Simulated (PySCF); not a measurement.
FH4N2NbS, SMILES [NH2][Nb]([NH2])([F])=[S], multiplicity 1. Geometry: r2SCAN-D4/def2-SVP. The spin state was assumed, not searched. The structure was generated by enumeration; whether it is a known compound was not checked. The def2 effective core potentials stand for the cores of Nb; spin–orbit coupling is left out. The values are those of a single conformer.

All values below come from r2SCAN-D4/def2-SVP in PySCF.

Harmonic wavenumbers (cm⁻¹): 156, 156, 182, 183, 198, 213, 370, 474, 509, 518, 520, 595, 685, 700, 700, 1490, 1494, 3527, 3530, 3633, 3633. Rotational constants (GHz): 2.851, 1.975, 1.939; symmetry number 1.

Question: Work out the zero-point energy and the ideal-gas rigid-rotor harmonic-oscillator thermochemistry at 298.15 K and 1 atm.

Answer: ZPE = ½ Σ hcν = ½ × 23467 cm⁻¹ = 140.36 kJ/mol. H − E(el) = 164.16 kJ/mol. Entropy in J/(mol K): translation 173.23, rotation 116.23, vibration 79.75, total 369.21. G − E(el) = 54.08 kJ/mol. Cp = 122.72 J/(mol K).
